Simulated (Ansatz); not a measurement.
`[SiH3]S[SiH2]S` + `O[SiH2]O` → `O[SiH2]O[SiH2]S` + `[SiH3]S`  (ligand exchange at the Si–S bond)

Gas-phase electronic energies from Ansatz, PBE0-D4/def2-TZVP geometries. CCSD(T)/CBS adds triple-zeta CCSD(T) − MP2 to the extrapolated MP2 energy (def2 sets, frozen cores). Functionals use def2-TZVPP. B3LYP here is the variant with VWN-RPA as its local correlation; programs differ in this. Each species was taken in one conformer, which may not be the lowest.

CCSD(T)/CBS gives -12.0 kcal/mol.

Another level gave -13.9 kcal/mol. Which?
A. PBE-D4/def2-TZVPP
B. B3LYP/def2-TZVPP
C. PBE0-D4/def2-TZVPP
D. r2SCAN-D4/def2-TZVPP

B. B3LYP -13.9, PBE-D4 -8.7, PBE0-D4 -9.8, r2SCAN-D4 -11.7 kcal/mol.

Largest T1 diagnostic among the species: 0.012.

In def2-TZVPP, CCSD(T) changes the Hartree–Fock value by +4.9 kcal/mol (the triples alone add +1.0 kcal/mol) and MP2 by +6.2 kcal/mol. The D4 term adds +0.8 kcal/mol with B3LYP and +0.4 kcal/mol with PBE0; it sums over pairs of atoms, weighted by their polarisabilities, and B3LYP, whose exchange is more repulsive, gets the larger term. From PBE to PBE0 (25 % exact exchange), in def2-TZVPP and without D4, ΔE moves by −1.0 kcal/mol.
